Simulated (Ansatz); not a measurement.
`CBOCC` → `BOCC` + `[CH2]` (triplet) at 298.15 K and 1 bar (formal loss of a carbene).

Calculated with Ansatz (gas phase, PBE0-D4/def2-TZVP geometries, no zero-point term in ΔE). CBS: MP2 limit from def2 TZ/QZ plus the TZ coupled-cluster correction, frozen cores. This one scheme is used for every species. Triplets are unrestricted, without spin–orbit coupling. Each species was taken in one conformer, which may not be the lowest.

```tsv
species	CCSD(T)/CBS energy (Eh)	H − E (kJ/mol)	S (J/(mol·K))
`CBOCC`	-219.59220	337.7	342.1
`BOCC`	-180.31191	259.0	300.0
`[CH2]` (triplet)	-39.09499	55.4	195.3
```

H − E and S are ideal-gas, rigid-rotor, harmonic terms from PBE0-D4/def2-TZVP, for one conformer and one mirror image of each species, with the whole ground term of open shells counted as degenerate. 1 Eh = 2625.50 kJ/mol, R = 8.31446 J/(mol·K).

Q: By hand: ΔE, ΔH, ΔS and ΔG.

A: ΔE = (-180.31191) + (-39.09499) − (-219.59220) = 0.18530 Eh = 486.5 kJ/mol. Δ(H − E) = 259.0 + 55.4 − 337.7 = -23.3, so ΔH = 463.2 kJ/mol. ΔS = 300.0 + 195.3 − 342.1 = 153.2 J/(mol·K). ΔG = 463.2 − 298.15 × (153.2)/1000 = 417.5 kJ/mol.

Q: By hand: the equilibrium constant, and the temperature at which ΔG would vanish if ΔH and ΔS stayed fixed.

A: log₁₀ K = −ΔG/(RT ln 10) = -73.1. ΔG = 0 at ΔH/ΔS = 3023 K, far beyond where these terms or the molecules hold.

The number of gas molecules changes by +1, which sets the sign of ΔS. A doubt of 5 kJ/mol in ΔE shifts log₁₀ K by 0.9 here. Other conformers and mirror images would add mixing entropy, several J/(mol·K) or more a flexible species. Modes under 60 cm⁻¹, often nearly free rotors, make the harmonic entropy too high. A triplet takes part, so the spin changes. These are equilibria of isolated gas molecules and say nothing of rates. Largest T1 diagnostic: 0.013 (customary marks: 0.02 for closed shells, 0.045 for open ones).
